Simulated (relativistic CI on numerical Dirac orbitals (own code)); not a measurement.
# Sensitivity of the levels of Rb16+ to α and to the nuclear radius

These numbers are calculated, not measured: Dirac-Coulomb-Breit CI, separate exchange-only KLI orbitals for each configuration, derivatives by finite differences, unscaled Slater integrals, QED left out (own radial code, finite nucleus).

Configurations in the expansion (outside the closed core [Ne]): 3s2 3p6 3d3, 3s2 3p5 3d4, 3s 3p6 3d4, 3p6 3d5, 3s2 3p6 3d2 4s, 3s2 3p6 3d2 4p, 3s2 3p6 3d2 4d, 3s2 3p6 3d2 4f. Levels of other configurations are missing.

With x = (α/α₀)² − 1 an excitation energy changes as ω = ω₀ + qx; K = 2q/ω₀ is the relative enhancement. Terms are leading LS components, so labels can repeat. The field-shift factor is F = δν/δ⟨r²⟩ for the transition from the lowest level.

Lowest level 3s2 3p6 3d3 4F_3/2.

| Level | ω₀ (cm⁻¹) | q (cm⁻¹) | K | F (GHz/fm²) |
| --- | --- | --- | --- | --- |
| 3s2 3p6 3d3 4F_5/2 | 6924 | 8417 | 2.43 | 0.0418 |
| 3s2 3p6 3d3 4F_7/2 | 14646 | 15990 | 2.18 | 0.0807 |
| 3s2 3p6 3d3 4F_9/2 | 22365 | 21670 | 1.94 | 0.111 |
| 3s2 3p6 3d3 4P_3/2 | 48703 | 2668 | 0.11 | 0.0117 |
| 3s2 3p6 3d3 4P_1/2 | 50293 | 7562 | 0.301 | 0.0273 |
| 3s2 3p6 3d3 2G_7/2 | 57155 | 13240 | 0.463 | 0.0981 |
| 3s2 3p6 3d3 2G_9/2 | 60585 | 12810 | 0.423 | 0.114 |
| 3s2 3p6 3d3 4P_5/2 | 60900 | 19080 | 0.627 | 0.0802 |
| 3s2 3p6 3d3 2D_3/2 | 71333 | 15830 | 0.444 | 0.0847 |
| 3s2 3p6 3d3 2P_1/2 | 76141 | 18880 | 0.496 | 0.13 |
| 3s2 3p6 3d3 2H_11/2 | 81703 | 20260 | 0.496 | 0.191 |
| 3s2 3p6 3d3 2H_9/2 | 82668 | 27730 | 0.671 | 0.207 |
| 3s2 3p6 3d3 2D_5/2 | 86065 | 23940 | 0.556 | 0.113 |

At this charge energies of transitions that change n are usually good to better than 1 %, and those within a shell (Δn = 0) to a few per cent. Terms inside the open d or f shell come out 10 to 20 % too wide with unscaled integrals.
